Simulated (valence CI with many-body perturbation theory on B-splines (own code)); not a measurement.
**Te³⁺ in brief**

Computed by valence CI with perturbative core correlation (CI+MBPT): three valence electrons over a frozen Dirac-Fock core [Kr] 4d10, radial functions for each j: 11 s, 11 p, 9 d, 7 f, 5 g, 2 h, 1 i, with the one-electron correlation potential Σ1, the two-electron term Σ2, the three-electron term Σ3, Breit, model QED; selected CI, second order for the rest, scaled by the run's own slope (own B-spline code, finite nucleus).

Against 9 measured levels this calculation errs by 292 cm⁻¹ on average and by 468 at most. These come from a selection out of Moore, Atomic Energy Levels, vol. III, NSRDS-NBS 35 (1971 reprint of NBS Circular 467, 1958), an old analysis. Levels without a partner in it may be off by more.

Names give the largest LS component (configuration and term), which can be under half, so a name can repeat, a term be missing and a line seem to break the LS rules; names also repeat where a configuration has a term twice.

Rates and lifetimes use the calculated energies. Strong lines usually hold to 10 to 20 %, long lifetimes can be off by a factor of two.

What is the ground level?

5s²5p ²P°_1/2, composition 97 % 5s²5p ²P°, g = 0.666.

What is the ionisation energy?

37.644 eV; NIST lists 37.4155 eV (measured).

Where does the other parity begin?

At 5s5p² ⁴P_1/2, 69200 cm⁻¹.

Among levels below 241172 cm⁻¹, which E1 lines absorb most strongly from the ground level?

to 5s²5d ²D_3/2 at 78.22 nm, f = 1.08; to 5s5p² ²P_1/2 at 91.15 nm, f = 0.592; to 5s5p² ²P_3/2 at 83.09 nm, f = 0.548.

What are the static dipole polarisabilities of the lowest levels?

5s²5p ²P°_1/2 10.3; 5s²5p ²P°_3/2 10.8 (tensor 0.12) bohr³, of which the core gives 1.30.
